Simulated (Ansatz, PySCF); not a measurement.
Bond stretch in OH (cation, charge +1), triplet.

Computed with: UHF/3-21G = unrestricted Hartree-Fock/3-21G in PySCF; UKS-PBE = unrestricted PBE/cc-pVTZ in Ansatz (an electronic-structure program); FCI = Ansatz with full CI/cc-pVTZ, frozen core.

Energies relative to the lowest point of each curve between 0.88 and 1.31 Å, where full CI is lowest, in kcal/mol:

| R / Å | UHF/3-21G | UKS-PBE |
|---|---|---|
| 0.84 | 25.5 | 25.5 |
| 0.88 | 15.0 | 15.0 |
| 0.96 | 3.4 | 3.4 |
| 0.97 | 2.6 | 2.6 |
| 1.05 | 0.0 | 0.0 |
| 1.15 | 2.8 | 2.9 |
| 1.31 | 13.5 | 13.9 |
| 1.41 | 21.5 | 22.1 |
| 1.54 | 31.3 | 32.5 |
| 1.71 | 42.3 | 44.5 |
| 1.92 | 52.6 | 55.7 |
| 2.83 | 70.5 | 73.2 |

Problem. Predict the corresponding FCI column.

Solution. 0.84: 22.7; 0.88: 12.7; 0.96: 2.2; 0.97: 1.5; 1.05: 0.0; 1.15: 4.2; 1.31: 17.0; 1.41: 26.2; 1.54: 37.9; 1.71: 51.9; 1.92: 66.6; 2.83: 103.1 (kcal/mol).

The unrestricted determinant behind UHF/3-21G is spin-contaminated at 1.54 to 3.28 Å (<S²> up to 3.0, against 2.00 for a pure triplet). The unrestricted determinant behind UKS-PBE is spin-contaminated at 1.92 to 3.28 Å (<S²> up to 2.5, against 2.00 for a pure triplet).
